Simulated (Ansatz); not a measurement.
Mulliken charges of CH₃FOSSi (`O[C@@H]1S[Si@H]1F`) from r2SCAN/def2-TZVPP in Ansatz (PBE0-D4/def2-TZVP geometry).

```json
{"atom": "O1", "x (Å)": "1.363", "y (Å)": "-0.273", "z (Å)": "-1.002", "charge (e)": "-0.311"}
{"atom": "C2", "x (Å)": "0.353", "y (Å)": "0.411", "z (Å)": "-0.373", "charge (e)": "0.020"}
{"atom": "S3", "x (Å)": "0.480", "y (Å)": "0.570", "z (Å)": "1.554", "charge (e)": "-0.268"}
{"atom": "Si4", "x (Å)": "-0.951", "y (Å)": "-0.503", "z (Å)": "0.537", "charge (e)": "0.615"}
{"atom": "F5", "x (Å)": "-2.453", "y (Å)": "0.017", "z (Å)": "0.497", "charge (e)": "-0.311"}
{"atom": "H6", "x (Å)": "2.141", "y (Å)": "0.291", "z (Å)": "-1.070", "charge (e)": "0.211"}
{"atom": "H7", "x (Å)": "0.146", "y (Å)": "1.403", "z (Å)": "-0.772", "charge (e)": "0.104"}
{"atom": "H8", "x (Å)": "-0.986", "y (Å)": "-1.972", "z (Å)": "0.574", "charge (e)": "-0.061"}
```

Task: By hand: the dipole of these point charges (1 e Å = 4.8032 D).

Result: Σ q r = (0.160, -0.047, -0.278) e Å, of length 0.324 e Å = 1.56 D.

Task: How does the dipole of the full density compare? (Best estimate.)

Result: Computed: (0.206, 0.074, -0.254) e Å, 1.61 D; the point charges give 0.97 times that, at 23° from its direction.

Point charges leave out the atoms' own dipoles, such as those of lone pairs, and Mulliken's split depends on the basis, so the two needn't agree.
